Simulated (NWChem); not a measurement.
Species: CH₄OSi; SMILES C([SiH3])=O

```xyz
7

O     -0.3448    -1.6867     0.0000
C      0.4833    -0.8113     0.0000
Si    -0.0646     1.0477     0.0000
H      1.5795    -1.0718     0.0000
H     -0.8896     1.2838     1.2198
H     -0.8896     1.2838    -1.2198
H      1.1235     1.9530     0.0000
```
Atoms are numbered in this order, from 1.

Computed with NWChem. The geometry was optimised at PBE0/def2-SVP. Vzz is the largest principal value of the second derivative of the potential at the nucleus (NWChem prints the opposite sign); η is the asymmetry. Non-relativistic.

```tsv
level	Vzz O1 (a.u.)	η O1
PBE0/def2-TZVP	-2.052	0.70
PBE0/def2-SVP	-2.056	0.62
Hartree-Fock/def2-SVP	-2.249	0.64
Hartree-Fock/cc-pVTZ	___	0.70
```

Q: Fill in the missing entries.

A: 
- Hartree-Fock/cc-pVTZ, Vzz O1 (a.u.): -2.233
